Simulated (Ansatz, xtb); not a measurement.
# Relative energy of two isomers of C4H7BO2

Structure a: `CC=C=CB(O)O`, a singlet. Structure b: `C=CC(=C)B(O)O`, a singlet. Both are isolated molecules in the gas phase, relaxed with r2SCAN-D4/def2-SVP; the shapes shown needn't be the lowest conformers.

a (Å):

```csv
atom,x (Å),y (Å),z (Å)
C,4.4346,-0.1373,-0.4634
C,3.3525,-1.1161,-0.8285
C,2.2510,-1.3158,-0.1456
C,1.1275,-1.4812,0.5242
B,-0.1598,-0.6400,0.2315
O,-1.3281,-0.8292,0.9268
O,-0.1392,0.3147,-0.7386
H,4.5711,0.6082,-1.2646
H,5.4023,-0.6499,-0.3306
H,4.1948,0.3971,0.4665
H,3.4926,-1.7052,-1.7470
H,1.1188,-2.2489,1.3156
H,-1.2616,-1.5228,1.5925
H,-0.9990,0.7500,-0.8100
```

b (Å):

```xyz
14

C    -1.4260   -0.1339   -0.6462
C    -0.1668   -0.6080   -0.6313
C     0.9654   -0.0743   -1.3924
C     2.1794   -0.6676   -1.2801
B     0.8446    1.1897   -2.3338
O     0.0292    2.2295   -2.0032
O     1.5744    1.2941   -3.4884
H    -2.2074   -0.6080   -0.0457
H    -1.7001    0.7431   -1.2382
H     0.0567   -1.4848   -0.0061
H     2.3429   -1.5331   -0.6260
H     3.0609   -0.2917   -1.8126
H     0.0855    2.9332   -2.6650
H     2.0678    0.4868   -3.6787
```

Quicker runs give these differences E(b) − E(a): GFN2-xTB −2.1 kcal/mol; HF/STO-3G −2.2 kcal/mol (at GFN2-xTB geometries); r2SCAN-D4/def2-SVP//GFN2-xTB −6.5 kcal/mol.

Problem. Estimate E(b) − E(a) at the level CCSD(T)/def2-SVP + ΔMP2/def2-TZVPP.

Solution. Calculated at CCSD(T)/def2-SVP + ΔMP2/def2-TZVPP: E(b) − E(a) = −9.2 kcal/mol, so structure b lies lower.

Level by level:

```json
{"level": "GFN2-xTB", "geometry": "GFN2-xTB", "E(b) − E(a) (kcal/mol)": "−2.1", "departure from the last row (kcal/mol)": "+7.1", "job, with rough time for the two": "optimisation, 0.34 s"}
{"level": "HF/STO-3G", "geometry": "GFN2-xTB", "E(b) − E(a) (kcal/mol)": "−2.2", "departure from the last row (kcal/mol)": "+7.0", "job, with rough time for the two": "single point, 0.32 s"}
{"level": "r2SCAN-D4/def2-SVP//GFN2-xTB", "geometry": "GFN2-xTB", "E(b) − E(a) (kcal/mol)": "−6.5", "departure from the last row (kcal/mol)": "+2.7", "job, with rough time for the two": "single point, 3.1 s"}
{"level": "r2SCAN-D4/def2-SVP", "geometry": "r2SCAN-D4/def2-SVP", "E(b) − E(a) (kcal/mol)": "−6.9", "departure from the last row (kcal/mol)": "+2.3", "job, with rough time for the two": "optimisation, 26 s"}
{"level": "HF/def2-SVP", "geometry": "r2SCAN-D4/def2-SVP", "E(b) − E(a) (kcal/mol)": "−7.4", "departure from the last row (kcal/mol)": "+1.8", "job, with rough time for the two": "part of the CCSD(T) run"}
{"level": "MP2/def2-SVP", "geometry": "r2SCAN-D4/def2-SVP", "E(b) − E(a) (kcal/mol)": "−8.9", "departure from the last row (kcal/mol)": "+0.3", "job, with rough time for the two": "part of the CCSD(T) run"}
{"level": "CCSD(T)/def2-SVP", "geometry": "r2SCAN-D4/def2-SVP", "E(b) − E(a) (kcal/mol)": "−9.4", "departure from the last row (kcal/mol)": "−0.2", "job, with rough time for the two": "single point"}
{"level": "CCSD(T)/def2-SVP + ΔMP2/def2-TZVPP", "geometry": "r2SCAN-D4/def2-SVP", "E(b) − E(a) (kcal/mol)": "−9.2", "departure from the last row (kcal/mol)": "", "job, with rough time for the two": "single point, 52 s"}
```

As drawn, both hold the same kinds of bond in the same numbers. Structure a has 1 methyl group, b 0.

None of the levels shown reverses the order. The largest departure from CCSD(T)/def2-SVP + ΔMP2/def2-TZVPP is that of GFN2-xTB, 7.1 kcal/mol. The last row adds to CCSD(T) the change of the MP2 difference between the two basis sets, here +0.2 kcal/mol.

With thermal terms from frequencies at re-optimised GFN2-xTB minima (ideal gas, soft modes damped towards free rotors, one conformer each, 298.15 K, 1 atm): on the last row, ΔE + ΔZPE = −8.9, ΔH = −9.2, ΔG = −8.3 kcal/mol.

The correlated steps freeze 7 core orbitals. Programs: Ansatz 0.2.0, xtb 6.7.1; the last row on 4 threads of Arm Neoverse V1 on a shared host.
